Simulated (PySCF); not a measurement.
Excitation energy of F by level of theory

F [He] 2s2 2p5 (2P) → F [He] 2s1 2p5 3s1 (4P), as a difference of total energies. Calculation: PySCF 2.14, in aug-cc-pVTZ with one added diffuse shell each of s, p, d, f type (6s5p4d3f, 62 functions); the non-relativistic Hamiltonian (point nucleus). Correlated levels: valence: 1s2 frozen. The calculations carry no spin-orbit coupling.

```csv
method,excitation energy (eV)
UHF,32.880
MP2 (valence),33.143
SCS-MP2 (valence),33.030
CCSD (valence),32.886
CCSD(T) (valence),32.727
```

Task: How much does correlation contribute at CCSD(T) (valence)?

Result: 32.727 − (32.880) = -0.153 eV, measured against UHF.

The upper state lies above the first ionisation limit, where it may autoionise and the basis confines it. A Rydberg-like electron needs more diffuse functions than a valence basis has.

The promoted electron is Rydberg-like, and one or two diffuse shells describe it only roughly, which tends to raise the upper state.

The coupled-cluster amplitudes are large for the upper state (T1 above 0.03 or a double amplitude above 0.15), so a single reference is strained.
